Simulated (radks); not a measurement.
The numbers below are computed, except where a source is named.
Problem. The table gives one normalised radial function P(r) = r R(r) (large component) of Sm2+ in [Xe] 4f5 6f1 (r in bohr). Level of theory: Dirac Kohn-Sham, PBE, spin-unpolarised, spherical densities, point nucleus; open shells are shared between the two j in proportion to 2j + 1 (a radial shooting solver on a logarithmic mesh with Libxc functionals).

| r | P |
|---|---|
| 0.00158 | 0.0000 |
| 0.002595 | 0.0000 |
| 0.004296 | 0.0000 |
| 0.007111 | 0.0000 |
| 0.01177 | 0.0000 |
| 0.01933 | 0.0003 |
| 0.032 | 0.0016 |
| 0.05297 | 0.0091 |
| 0.08768 | 0.0434 |
| 0.1451 | 0.1655 |
| 0.2383 | 0.4586 |
| 0.3945 | 0.8746 |
| 0.6531 | 1.0448 |
| 1.081 | 0.7734 |
| 1.775 | 0.3719 |
| 2.939 | 0.0987 |
| 4.864 | 0.0100 |
| 8.052 | 0.0002 |
| 13.22 | 0.0000 |
| 21.89 | 0.0000 |

Which n and l does it have? It may be an empty orbital.

Solution. n = 4, l = 3: the number of nodes gives n - l - 1 = 0, the rise at small r points to l (this Dirac orbital starts as r^gamma with gamma = sqrt((l + 1)^2 - (Z/c)^2) = 3.97; the j = 7/2 orbital of l + 1 starts with the same power, but with a smaller coefficient, and then steepens), and the extent must fit the shell. The curve is that of 4f7/2; the two j differ most near the nucleus, where j = l - 1/2 has the larger amplitude, and in heavy atoms j = l - 1/2 is also the more compact. 4f7/2: eigenvalue -28.579 eV, 0 radial nodes, <r> = 0.912 bohr, 90 % of the charge inside 1.56 bohr.
